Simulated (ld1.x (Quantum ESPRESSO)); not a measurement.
**germanium: one change to a TM potential, before and after**

ld1.x (Quantum ESPRESSO) 7.5 input, shortened:

```
&input
   title='Ge', zed=32., rel=1, dft='PZ', iswitch=3,
   config='[Ar] 3d10 4s1.5 4p2.5'
 /
 &inputp
   pseudotype=2, tm=.true., lloc=1,
   nlcc=.true., rcore=1.50
 /
2
4S  1  0   1.50   0.00  1.45  1.45  0.0
4P  2  1   2.50   0.00  2.25  2.25  0.0
 &test
   configts(1)='4s1.5 4p2.5'
 /
```

Change: functional Wu–Cohen.

Cutoffs: the cutoffs (Ry, on a coarse ladder) from which the occupation-weighted sum of valence levels, in a spherical-Bessel basis at the reference potential, stays within 10 and 1 mRy of its value at 400 Ry; they do not see the model core or the augmentation charge, which bear on the density cutoff. Errors are all-electron minus pseudo energies relative to the spin-unpolarised reference configuration.

Problem. Predict the effect on cutoff, ghosts and configuration errors.

Solution. The potential gets neither clearly harder nor softer (30 Ry and 70 Ry → 30 Ry and 70 Ry); the number of tests with a reliable result goes from 9 to 7; of the 7 tests that both files solve, the error grows in 4 and shrinks in 0 by more than 15 % and 0.3 meV (median size 12.5 → 14.1 meV); neither file shows a bound ghost.

```csv
quantity,base,changed
"cutoff, loose",30 Ry,30 Ry
"cutoff, tight",70 Ry,70 Ry
bound ghosts,none,none
"error for 4s2 4p2, meV [ΔE -3.99 → -3.97 eV]",-1.8,-2.4
"error for 4s2 4p1, meV [ΔE 3.65 → 3.49 eV]",-2.5,-2.6
"error for 4s2 4p0, meV [ΔE 19.37 → 18.97 eV]",-37,-39
"error for 4s0 4p4, meV [ΔE 12.37 → 12.29 eV]",-17,-23
"error for 4s1 4p3, meV [ΔE 4.06 → 4.04 eV]",-2.3,-2.9
"error for 4s1 4p0, meV [ΔE 54.58 → 53.83 eV]",-227,-273
"error for 4s1 4p2, meV [ΔE 12.43 → 12.25 eV]",-13,-14
s: phases at 2.44 bohr within 0.05 rad from the reference energy up to (Ry; the scan ends near 5),2.6,2.6
p: phases at 2.44 bohr within 0.05 rad from the reference energy up to (Ry; the scan ends near 5),3.4,3.4
```
